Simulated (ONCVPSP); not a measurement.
## Before and after: ONCV potential for sulfur (S)

* Element: S
* Generator: ONCVPSP 4.0.1
* Type: optimised norm-conserving Vanderbilt (ONCV)
* Functional: PBE
* Relativity: scalar-relativistic
* Frozen core: [He]
* Valence charge: 14
* Reference configuration: 2s2 2p6 3s2 3p4
* Partial waves: 2s+3s: rc 0.80 bohr, ncon 3, nbas 7, qcut 12.9 1/bohr, 2 projectors; 2p+3p: rc 0.65 bohr, ncon 3, nbas 6, qcut 23.6 1/bohr, 2 projectors; d scattering state at 0.02 Ha: rc 0.85 bohr, ncon 4, nbas 9, qcut 11.3 1/bohr, 1 projector
* Local potential: polynomial inside 0.55 bohr (lpopt 3, dvloc0 0 Ha)
* Core correction: none

Change: s: qcut 19.2.

Cutoffs: the cutoffs (Ha) at which the residual kinetic energy of the hardest occupied pseudo-wave falls to 1 and 0.1 mHa per electron; they do not see the model core or the augmentation charge, which bear on the density cutoff. Errors are all-electron minus pseudo energies relative to the spin-unpolarised reference configuration.

What does the change do?

The potential gets neither clearly harder nor softer (199 Ha and 226 Ha → 199 Ha and 226 Ha); the p channel sets the loose cutoff, while the largest relative change is in s, which becomes harder; the errors of the 4 common tests hardly move; neither file shows a bound ghost.

```tsv
quantity	base	changed
cutoff, loose	199 Ha	199 Ha
cutoff, tight	226 Ha	226 Ha
loose cutoff by channel	s 43 Ha, p 199 Ha	s 103 Ha, p 199 Ha
bound ghosts	none	none
GHOST(+) flags under 300 eV	none	none
error for 2s2 2p6 3s2 3p3, meV [ΔE 11.77 eV]	+0.9	+0.9
error for 2s2 2p6 3s2 3p2, meV [ΔE 34.05 eV]	+3.3	+3.1
error for 2s2 2p6 3s2 3p1, meV [ΔE 68.09 eV]	+9.0	+8.2
error for 2s2 2p5 3s2 3p4, meV [ΔE 173.68 eV]	+235	+214
s: phases at 0.81 bohr within 0.05 rad from the reference energy up to (Ha; the scan ends near 5)	to the end of the scan	to the end of the scan
p: phases at 0.66 bohr within 0.05 rad from the reference energy up to (Ha; the scan ends near 5)	to the end of the scan	to the end of the scan
d: phases at 0.86 bohr within 0.05 rad from the reference energy up to (Ha; the scan ends near 5)	to the end of the scan	to the end of the scan
```
